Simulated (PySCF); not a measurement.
Working out the electron affinity of Pt

Pt⁻ [Xe] 4f14 5d9 6s2 (2D) → Pt [Xe] 4f14 5d9 6s1 (3D). Calculation: PySCF 2.14, in aug-cc-pVDZ-PP with ECP60MDF; scalar relativity through the core potential. Frozen: 5s2 5p6. Energies in hartree (1 hartree = 27.21139 eV):

```json
{"part": "UHF", "Pt⁻ (lower)": "-118.528149", "Pt (upper)": "-118.512714"}
{"part": "MP2 opposite-spin", "Pt⁻ (lower)": "-0.212108", "Pt (upper)": "-0.171520"}
{"part": "MP2 same-spin", "Pt⁻ (lower)": "-0.106010", "Pt (upper)": "-0.094804"}
```

Problem. What does Hartree-Fock give?

Solution. (-118.512714) − (-118.528149) = 0.015435 hartree = 0.420 eV.

Problem. What do MP2 and SCS-MP2 (6/5 opposite-spin, 1/3 same-spin) give?

Solution. The opposite-spin parts differ by 1.104 eV and the same-spin parts by 0.305 eV. MP2: 0.420 + (1.104) + (0.305) = 1.829 eV. SCS-MP2: 0.420 + 1.2 × (1.104) + (0.305)/3 = 1.846 eV.

Reference: 2.125 eV (measured; photodetachment measurements, as compiled on the Wikipedia data page of electron affinities), between the lowest levels; spin-orbit coupling is absent from the calculation.

A double-zeta basis recovers only part of the correlation energy.

What remains against the reference includes basis incompleteness, the frozen core and correlation beyond second order.
